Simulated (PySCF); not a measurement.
Compounds:

A. 3-cyclohexen-1-ol (SMILES O[C@H]1CC=CCC1)
B. SMILES [SiH3]/C=C\[SiH2][SiH]1CC1
C. SMILES FC(/C=C(\OCF)F)(F)F

Spectrum 1. 13C{1H} NMR (computed): δ 155.2 (CH), 152.4 (CH), -2.6 (CH2).

Spectrum 2. 13C{1H} NMR (computed): δ 171.1 (C), 132.2 (C), 100.2 (CH2), 84.0 (CH).

Spectrum 3. 13C{1H} NMR (computed): δ 135.0 (CH), 133.3 (CH), 72.2 (CH), 41.5 (CH2), 37.4 (CH2), 30.7 (CH2).

How the numbers were obtained: σ from GIAO-PBE0/pcSseg-1, spin–spin couplings from B3LYP/pcJ-1 (spin–dipole term left out of most H,H and C,H couplings), coordinates at the GFN2-xTB level, in PySCF (single conformer, no relativistic terms, averaged over atoms made equivalent by symmetry, fast rotation or ring inversion, no solvent model).

Scale: 13C against TMS (reference shieldings calculated alike). Splittings of carbon signals by F and P are missing where no couplings were computed. Shifts are as computed. Against solution values, carbons near 30 ppm lie about +3 ppm off and those near 130 ppm about +5 ppm. Of 1211 compounds with measured shifts, 218 miss one by over three times the rms of a fit or turn the order of signals round; such compounds aren't used in these exercises.

Q: Which spectrum belongs to which compound?

A: 1–B, 2–C, 3–A.

- Spectrum 1 (B): 3 13C signals; δC 155.2 is an alkene CH; δC 152.4 is an alkene CH.
- Spectrum 2 (C): 4 13C signals; δC 171.1 is an alkene carbon bearing oxygen; δC 132.2 is a CF3 carbon.
- Spectrum 3 (A): 6 13C signals; δC 135.0 is an alkene CH; δC 133.3 is an alkene CH.
